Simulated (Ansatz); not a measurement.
Ansatz results at the PBE0-D4/def2-TZVP geometry: LUMO energy (ωB97M-V/def2-TZVPP) 1.70 eV; HOMO–LUMO gap (B3LYP/def2-TZVPP) 6.19 eV; LUMO energy (PBE/def2-TZVPP) -1.05 eV.

(1) Which molecule gave them?
A. `FB1OCO1`
B. `CN1CB[SiH2]1`
C. `CN1B[SiH]1C`
D. `C=CC(F)(F)Cl`

## Answers

(1) C. The others give `FB1OCO1`: 2.11, 9.91, 0.11; `C=CC(F)(F)Cl`: 1.22, 7.07, -1.98; `CN1CB[SiH2]1`: 0.04, 3.90, -2.94.

B3LYP here is the variant with VWN-RPA as its local correlation; programs differ in this.
